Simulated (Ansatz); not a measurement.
Ansatz results at the PBE0-D4/def2-TZVP geometry: size of the dipole moment (ωB97M-V/def2-TZVPP) 0.59 D; HOMO energy (B3LYP/def2-TZVPP) -7.68 eV; HOMO–LUMO gap (PBE0/def2-TZVPP) 7.54 eV.

Each molecule was computed in one conformer, which needn't be the lowest.

Problem. Which molecule gave them?
A. `FB(S)[CH2][GeH3]`
B. `[NH2][AlH][SiH2][TeH]`
C. `N=[CH][GaH][OH]`
D. `CC[SiH2]PO`

Solution. A. The others give `[NH2][AlH][SiH2][TeH]`: 2.14, -6.09, 5.01; `CC[SiH2]PO`: 0.72, -6.61, 6.26; `N=[CH][GaH][OH]`: 0.61, -6.88, 5.09.

B3LYP here is the variant with VWN-RPA as its local correlation; programs differ in this.
